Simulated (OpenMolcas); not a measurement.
**Pt4+: moving or changing the point charges**

Pt4+ among 6 point charges of -1.7 e arranged as a tetragonal octahedron (D4h), 2.24 Å from the ion, with the axial distance 2.083 Å.
```
   2.2400    0.0000    0.0000  -1.70
   0.0000    2.2400    0.0000  -1.70
  -2.2400    0.0000    0.0000  -1.70
   0.0000   -2.2400    0.0000  -1.70
   0.0000    0.0000    2.0832  -1.70
   0.0000    0.0000   -2.0832  -1.70
```

```yaml
Program: OpenMolcas 26.06
Method: "SS-CASPT2, IPEA 0.25 Eh, imaginary shift 0.1 Eh (closed shells correlated: 5s 5p)"
Basis: ANO-RCC-VDZP [7s6p4d2f]
Scalar_Hamiltonian: DKH2, point nucleus
Active_space: 6 electrons in 5 orbitals (5d)
State_averaging: 2S+1 = 5 even, 5 roots; 2S+1 = 3 even, 45 roots; 2S+1 = 1 even, 50 roots
Spin-orbit_coupling: state interaction with AMFI integrals over the reference wave functions
```

Runs around this geometry, states (labels of D4, the rotations of D4h). Energies in cm-1 above the lowest state or level, χT in cm3 K/mol.

```json
{"R (Å)": "2.24", "q (e)": "-1.7", "Axial / equatorial distance": "0.86", "Ground state": "5B2", "First state of that spin": "5E 3830", "First gap with spin-orbit (degeneracies)": "210 (1, 1)", "χT at 300 K": "3.649", "First state of another spin": "3E 14670"}
{"R (Å)": "2.24", "q (e)": "-1.36", "Axial / equatorial distance": "0.93", "Ground state": "5B2", "First state of that spin": "5E 1350", "First gap with spin-orbit (degeneracies)": "150 (1, 1)", "χT at 300 K": "4.377", "First state of another spin": "3E 16570"}
{"R (Å)": "2.04", "q (e)": "-1.7", "Axial / equatorial distance": "0.93", "Ground state": "5B2", "First state of that spin": "5E 2070", "First gap with spin-orbit (degeneracies)": "450 (1, 1)", "χT at 300 K": "2.803", "First state of another spin": "3E 13090"}
{"R (Å)": "2.24", "q (e)": "-1.7", "Axial / equatorial distance": "0.93", "Ground state": "5B2", "First state of that spin": "5E 1690", "First gap with spin-orbit (degeneracies)": "210 (1, 1)", "χT at 300 K": "4.004", "First state of another spin": "3A2 15840"}
{"R (Å)": "2.35", "q (e)": "-1.7", "Axial / equatorial distance": "0.93", "Ground state": "5B2", "First state of that spin": "5E 1510", "First gap with spin-orbit (degeneracies)": "150 (1, 1)", "χT at 300 K": "4.354", "First state of another spin": "3A2 16720"}
```

Taking the first state of the same spin as R^-n, n = -ln(1510 / 2070) / ln(2.35 / 2.04) = 2.2 between the shortest and longest distance.

Scaling the charges by -1.36 / -1.7 = 0.80 scales the first state of the same spin by 1350 / 1690 = 0.80; with fixed orbitals a first-order splitting would follow the charge.

Point charges give a weaker field than real ligands, and real ions of this kind are as a rule low spin; the high spin found here belongs to the model. Free-ion shares, where given, are those of the reference states; single-state CASPT2 does not remix them. Spin-orbit coupling mixes the spin-free states strongly: the lowest level takes only 53 % from its leading state, 5B2 (figures for R = 2.24, q = -1.7, ratio = 0.86; the like holds for R = 2.24, q = -1.36, ratio = 0.93, R = 2.04, q = -1.7, ratio = 0.93, R = 2.24, q = -1.7, ratio = 0.93, R = 2.35, q = -1.7, ratio = 0.93). This shell can be high or low spin here, a state of another spin lies low, and with metal d orbitals alone active their balance is uncertain, so the ground spin may be wrong (holds for R = 2.24, q = -1.7, ratio = 0.86; R = 2.04, q = -1.7, ratio = 0.93). This is an electrostatic model: the charges have no orbitals. No measured value stands beside these numbers.
